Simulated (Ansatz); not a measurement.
Two structures of GeAsH₇, singlet, reached by relaxing down either side of one saddle point (PBE0-D4/def2-TZVP). Energies are electronic, without zero-point energy. Ansatz 0.2.0; basis: def2-TZVPP and def2-QZVPP; cores frozen in the correlated methods. Filled d shells of the heavier atoms are correlated. The def2 sets are not built for correlating such inner shells, so the correlated values are less sure here. Extrapolation: Hartree–Fock as exp(−7.88 √X), correlation as X^−2.97. First:

```json
{"atom": "Ge1", "x (Å)": "-1.4381", "y (Å)": "1.1644", "z (Å)": "-0.6042"}
{"atom": "H2", "x (Å)": "-1.2552", "y (Å)": "-0.3282", "z (Å)": "-0.9174"}
{"atom": "H3", "x (Å)": "-2.6673", "y (Å)": "1.6887", "z (Å)": "-1.3618"}
{"atom": "H4", "x (Å)": "-1.6479", "y (Å)": "1.3486", "z (Å)": "0.9036"}
{"atom": "H5", "x (Å)": "-0.1916", "y (Å)": "1.9366", "z (Å)": "-1.0540"}
{"atom": "H6", "x (Å)": "0.7982", "y (Å)": "-2.1478", "z (Å)": "1.1576"}
{"atom": "As7", "x (Å)": "1.5753", "y (Å)": "-0.8720", "z (Å)": "0.8713"}
{"atom": "H8", "x (Å)": "2.8393", "y (Å)": "-1.4259", "z (Å)": "1.5126"}
{"atom": "H9", "x (Å)": "1.9873", "y (Å)": "-1.3645", "z (Å)": "-0.5077"}
```

Second:

Ge1  (-0.209, 1.207, -0.080)
H2  (-2.039, -2.419, -0.362)
H3  (-1.356, 0.628, -0.924)
H4  (-0.800, 1.885, 1.167)
H5  (0.553, 2.252, -0.910)
H6  (-1.474, -2.454, 0.125)
As7  (1.204, -0.624, 0.650)
H8  (2.319, 0.322, 1.074)
H9  (1.803, -0.798, -0.739)
(Å)

Which bonds change from the first to the second?

AsH₃ + GeH₄ → GeAsH₅ ([GeH3][AsH2]) + H₂; bonds formed: Ge1–As7, H2–H6; bonds broken: Ge1–H2, H6–As7.

Give the saddle point's structure and its height above each. (Judge from chemistry; the value comes from the calculation.)

Computed: 249.2 kJ/mol above the first and 264.2 kJ/mol above the second (CCSD(T) at an estimated basis limit (MP2 extrapolated from triple and quadruple zeta, plus CCSD(T) − MP2 in triple zeta)).
```tsv
atom	x (Å)	y (Å)	z (Å)
Ge1	-0.8431	0.9446	-0.2908
H2	-0.8831	-0.9062	-0.0752
H3	-1.8125	0.8038	-1.4867
H4	-1.6059	1.3749	0.9702
H5	0.1743	2.0242	-0.6949
H6	-0.3331	-1.5586	0.4185
As7	1.1978	-0.7139	0.7789
H8	2.7120	-0.9574	1.0775
H9	1.3935	-1.0114	-0.6974
```

The T1 diagnostic stays at or below 0.012. The end structure is not quite a true minimum (one mode of 29i cm⁻¹).

Labels in which every atom is bracketed show which atoms are joined, not bond orders.

For scale, one of the runs: CCSD(T)/def2-TZVPP, 194 basis functions, launched by `ansatz run in.yaml --threads 4 --pin off --events-out ev --progress --plain --max-ram 9574MiB`. Hardware: 4 CPU threads of an Arm Neoverse V2, shared host. Wall time 52 s; peak host memory 2.2 GiB.
